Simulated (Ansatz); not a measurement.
The cluster Bi₃. Total charge 0; doublet. Geometry PBE0-D4/def2-SVP, basis def2-TZVP, Ansatz.

```xyz
3

Bi   -0.5985    1.2709    0.9912
Bi    0.0404    0.0705   -1.7183
Bi    0.5582   -1.3414    0.7272
```

```
run  HOMO (eV)  LUMO (eV)
  A      -3.99      -3.54
  B      -4.77      -3.15
  C      -4.44      -3.43
  D      -4.94      -2.96
  E      -4.03      -3.65
  F      -4.57      -3.33
```

In the def2 sets Bi takes a core potential; there is no spin–orbit coupling. HSE06 is defined as in plane-wave codes, on full-range PBE exchange. The structure comes from a short search, and lower isomers may exist.

HOMO and LUMO are taken over both spins.

Task: The runs used HSE06, PBE, PBE0, r2SCAN, r2SCANh, revPBE. Estimate which is which.

Result: A revPBE (0 % exact exchange); B r2SCANh (10 % exact exchange); C r2SCAN (0 % exact exchange); D PBE0 (25 % exact exchange); E PBE (0 % exact exchange); F HSE06 (range-separated). Exact exchange lowers occupied and raises empty levels; among semilocal functionals meta-GGAs tend to open the gap a little, and such runs are hard to tell apart. The gap grows from 0.38 eV (PBE) to 1.97 eV (PBE0). At r2SCANh-D4/def2-TZVP, r2SCAN-D4/def2-TZVP, PBE0-D4/def2-TZVP, HSE06-D4/def2-TZVP the charge 0 doublet is spin-contaminated (final ⟨S²⟩ up to 1.04, 0.75 for a pure state).
